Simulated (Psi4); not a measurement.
A dimer, O2S ··· COS (SMILES O=S=O and O=C=S); the first 3 atoms form monomer A.

```
6

O     -1.2386    -0.2444     0.0000
S     -0.0002     0.4877     0.0000
O      1.2388    -0.2433     0.0000
O      0.1756     0.8114     2.5227
C      0.0343    -0.2165     3.0313
S     -0.1568    -1.6061     3.7189
```

### Question
What interaction energy does SAPT0/jun-cc-pVDZ, frozen core run with Psi4 give, and which attractive term is the largest?

### Answer
Total 4.64 kJ/mol: electrostatics -31.88, exchange 70.91, induction -16.58, dispersion -17.80. The most attractive term is electrostatics.
